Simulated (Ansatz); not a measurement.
The molecule NaC, multiplicity 4 (lowest of 2S+1 = 2, 4 at CCSD(T)/def2-TZVPP on PBE0 minima; our sources give no spin for the ground state, which may be another).

D_e counts from the fitted minimum to each atom's lowest state at the same level, without counterpoise.

Correlated levels freeze the inner cores; with def2 sets outer-core shells near the valence are correlated too.

Programs: Ansatz (Gaussian orbitals). Values without a source in brackets are computed.

PBE/def2-TZVPP gives 49.33 kcal/mol for the bond energy D_e.

### Question
How do the other levels lie against it? Give each less PBE: r2SCAN/def2-TZVPP, B3LYP/def2-TZVPP, wB97M-V/def2-TZVPP, B2PLYP/def2-TZVPP, CCSD(T)/def2-QZVPP.

### Answer
r2SCAN/def2-TZVPP 1.48; B3LYP/def2-TZVPP -6.42; wB97M-V/def2-TZVPP -2.78; B2PLYP/def2-TZVPP -6.85; CCSD(T)/def2-QZVPP -3.51 kcal/mol. 1 of 5 lie above PBE; the widest gap is to B2PLYP/def2-TZVPP.

Ansatz is a quantum-chemistry and plane-wave program.
